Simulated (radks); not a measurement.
Values are calculated unless marked as measured or tabulated.
Problem. Radial electron density D(r) = 4 pi r^2 rho(r) of an atom or ion with 1 electrons. Code: a radial shooting solver on a logarithmic mesh with Libxc functionals. Model: scalar-relativistic Kohn-Sham, OLYP, spin-unpolarised, spherical densities, point nucleus.

r (bohr),D(r) (e/bohr)
0.01819,0.03128
0.01954,0.03582
0.02117,0.04163
0.02275,0.04762
0.02465,0.05524
0.02649,0.06309
0.02869,0.07306
0.03083,0.08329
0.0334,0.09623
0.0359,0.1095
0.03889,0.1262
0.04179,0.1432
0.04527,0.1645
0.04865,0.1861
0.0527,0.2132
0.05664,0.2404
0.06135,0.2742
0.06593,0.3080
0.07142,0.3497
0.07676,0.3910
0.08315,0.4415
0.09007,0.4969
0.0968,0.5510
0.1049,0.6159
0.1127,0.6785
0.1221,0.7524
0.1312,0.8225
0.1421,0.9038
0.1527,0.9792
0.1654,1.064
0.1778,1.141
0.1926,1.225
0.207,1.298
0.2242,1.374
0.241,1.435
0.261,1.493
0.2805,1.535
0.3039,1.566
0.3266,1.580
0.3538,1.576
0.3802,1.555
0.4118,1.512
0.4461,1.447
0.4794,1.371
0.5194,1.270
0.5582,1.166
0.6046,1.041
0.6498,0.9219
0.7039,0.7883
0.7564,0.6705
0.8195,0.5466
0.8806,0.4442
0.954,0.3431
1.025,0.2647
1.111,0.1922
1.193,0.1397
1.293,0.09430
1.389,0.06379
1.505,0.03948
1.617,0.02449
1.752,0.01363
1.883,0.007603
2.04,0.003718

What is the nuclear charge?

Solution. Z = 3. The innermost maximum, from 1s, lies near gamma/Z bohr with gamma = sqrt(1 - (Z/c)^2) = 1.000, here 0.333 bohr (found: 0.334), and its height grows with Z. The density is that of the lithium ion Li2+ in 1s1; the configuration itself is not fixed sharply by these data. D(r) has 1 maximum, at r = 0.334 bohr.
